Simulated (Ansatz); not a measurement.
Species: H₃SiO, charge 1, singlet. H3SiO+ (SMILES [SiH2]=[OH+]).
B3LYP-D3(BJ)/def2-TZVP minimum from Ansatz (an electronic-structure program):
```
Si
O 1 1.5695
H 2 0.9684 1 130.53
H 1 1.4610 2 113.88 3 -180.00
H 1 1.4664 4 125.15 2 -180.00
```
Charge +1, spin multiplicity 1.

Hartree-Fock and CCSD correlation energies in hartree (Ansatz). Open shells are spin-unrestricted; no spin-orbit coupling. Correlated methods leave the cores frozen. No relativity.

```json
[
 {"basis": "cc-pV(T+d)Z", "X": "3", "E(HF)": "-365.33653", "E(corr, CCSD)": "-0.35895"},
 {"basis": "cc-pV(Q+d)Z", "X": "4", "E(HF)": "-365.34659", "E(corr, CCSD)": "-0.38197"},
 {"basis": "cc-pV(5+d)Z", "X": "5", "E(HF)": "-365.34895", "E(corr, CCSD)": "withheld"}
]
```

Task: Fit E(corr) = E∞ + A/X³ to X = 3 and 4, predict X = 5, and compare with the run.

Result: A = (-0.35895 - (-0.38197))/(1/27 - 1/64) = 1.0751; E∞ = -0.38197 - A/64 = -0.39877; at X = 5, E∞ + A/125 = -0.39017. The run gave -0.38987, 0.30 mEh above the prediction. The same form on X = 4 and 5 gives E∞ = -0.39816, 0.61 mEh above the first estimate.
